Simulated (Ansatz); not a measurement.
These are Ansatz (a program for electronic structure) with frozen-core CCSD(T)/cc-pVTZ // B3LYP-D3(BJ)/def2-TZVP values and carry that method's errors.

Ansatz 0.2 input:
```yaml
crystal:
  periodic: [false, false, false]
  atoms:
    - { symbol: B, position_ang: [-0.000643, 0.336662, -0.000001] }
    - { symbol: H, position_ang: [-1.073773, -0.170382, 0.000004] }
    - { symbol: H, position_ang: [1.074416, -0.166279, -0.000003] }
basis:
  gaussian: { orbitals: cc-pVTZ }
correlation:
  method: ccsd_t
magnetization:
  spin_polarized: true
  initial_magnetization: 1
```

Output:

```
Functional definition: HF
325 factors; integrals over basis functions are off by at most 7.8e-4 eV
mean field evaluation 1: about -700.2540 eV, gradient 7.4e0 eV
mean field evaluation 2: about -700.2539 eV, gradient 7.4e0 eV
mean field evaluation 4: about -700.9638 eV, gradient 6.5e-1 eV
mean field evaluation 8: about -700.9733 eV, gradient 2.1e-3 eV
mean field evaluation 16: about -700.2265 eV, gradient 3.9e0 eV
mean field evaluation 32: about -699.6674 eV, gradient 2.2e-3 eV
mean field -700.97332430 eV, -25.7602945311 hartree, gradient 5.4e-6 eV, S^2 0.753769; 3 other end points of the search recorded, 0 dependent functions left out
determinant -700.97332430 eV, -25.7602945311 hartree, with singles and doubles -703.79040479 eV, -25.8638203299 hartree
determinant -699.66736308 eV, -25.7123013416 hartree, with singles and doubles -702.62803350 eV, -25.8211039726 hartree
1 core orbitals not correlated
reference -700.97332430 eV, -25.7602945311 hartree; 3, 2 occupied and 54, 55 virtual orbitals, 325 factors
second order -2.24213012 eV of doubles, -0.00000000 eV of singles
cycle   1  -2.73565855 eV  change   -2.3e-1 eV  update   1.4e-2
cycle   2  -2.73957113 eV  change   -3.9e-3 eV  update   4.1e-3
cycle   3  -2.74208385 eV  change   -2.5e-3 eV  update   1.6e-3
cycle   4  -2.74277091 eV  change   -6.9e-4 eV  update   4.8e-4
cycle   5  -2.74281789 eV  change   -4.7e-5 eV  update   1.5e-4
cycle   6  -2.74283168 eV  change   -1.4e-5 eV  update   5.0e-5
cycle   7  -2.74284595 eV  change   -1.4e-5 eV  update   1.2e-5
cycle   8  -2.74284763 eV  change   -1.7e-6 eV  update   3.4e-6
perturbative correction -0.05301958 eV, -0.0019484337 hartree
Total energy: -703.76919151 eV, -25.8630407561 hartree
```

Cost: very roughly 2.4 core-seconds.
